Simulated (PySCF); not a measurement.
Question: Write Cartesian coordinates for `N#C[C@H]([SiH3])[GeH3]` as optimised with PBE0-D3(BJ)/def2-SVP.

Answer: 
```xyz
12
C2H7GeNSi angstrom
N      0.1543    2.5791   -0.4118
C      0.1226    1.5058    0.0275
C      0.0814    0.1528    0.5262
Si     1.5872   -0.8498   -0.0767
Ge    -1.6367   -0.7118    0.0176
H      0.1131    0.1731    1.6293
H      1.4891   -2.2163    0.5169
H      2.8494   -0.1924    0.3670
H      1.5495   -0.9417   -1.5640
H     -1.6484   -2.1157    0.6444
H     -1.6984   -0.8057   -1.5130
H     -2.7935    0.1376    0.5615
```

Orientation and origin are arbitrary. Atoms count from 1 in this order. Si4 (SiH3 silicon) is tetrahedral (angles from 107.7° to 110.2°). Ge5 (germanium bonded to C and 3 H) is tetrahedral (angles from 107.4° to 110.9°).

Bonds between heavy atoms (Å): N1≡C2 1.160, C2–C3 1.443, C3–Si4 1.907, C3–Ge5 1.990.

Computed with PBE0-D3(BJ)/def2-SVP geometry optimisation, gas phase (PySCF).

Point group: C1 (no symmetry element, even within 0.4 Å). No PBE0-D3(BJ)/def2-SVP frequencies stand behind this structure, so it isn't proved a minimum.

The run took 31 s of wall time on Arm Neoverse V2, one thread, shared host, and the process peaked at 0.49 GiB of memory. These figures are those of the optimisation.
